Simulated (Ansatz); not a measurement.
Consider the ligand exchange at the Sn–C bond: `[CH3][SnH2][C]#N` + H–F → `[CH3][SnH2][F]` + `C#N`.

Gas-phase electronic energies from Ansatz, PBE0-D4/def2-TZVP geometries. CCSD(T)/CBS adds triple-zeta CCSD(T) − MP2 to the extrapolated MP2 energy (def2 sets, frozen cores). This one scheme is used for every species. DFT in def2-TZVPP. def2 core potentials past Kr. For Sn outer-core shells are correlated without core-valence functions, which leaves a few kJ/mol of doubt a bond.

```json
{"level": "LDA (SPW92)", "ΔE (eV)": "-0.27"}
{"level": "r2SCAN-D4", "ΔE (eV)": "-0.37"}
{"level": "r2SCAN", "ΔE (eV)": "-0.38"}
{"level": "SCS-MP2/def2-TZVPP", "ΔE (eV)": "-0.21"}
```

What does CCSD(T)/CBS give? (Best estimate.)

The calculation gave: -0.24 eV. The listed levels differ from it by -0.03, -0.13, -0.14, 0.03 eV.

What do rigid-rotor, harmonic-oscillator terms from PBE0-D4/def2-TZVP frequencies (298.15 K, 1 bar) make of the CCSD(T)/CBS value? (An estimate is asked.)

Computed: ΔZPE = +0.02 eV, ΔH = -0.25 eV, ΔS = 3 J/(mol·K), ΔG = -0.26 eV.

Largest T1 diagnostic among the species: 0.014.

Leaving LDA and LC-ωPBE aside and taking each functional with its dispersion term where it has one, the values, not all of them listed here, spread over 0.24 eV, from B97M-V to PBE-QIDH. LDA lies +0.08 eV from PBE without D4. From PBE to PBE0 (25 % exact exchange), in def2-TZVPP and without D4, ΔE moves by +0.07 eV. At CCSD(T), def2-SVP lies −0.08 eV from the extrapolated value and def2-TZVPP +0.07 eV.
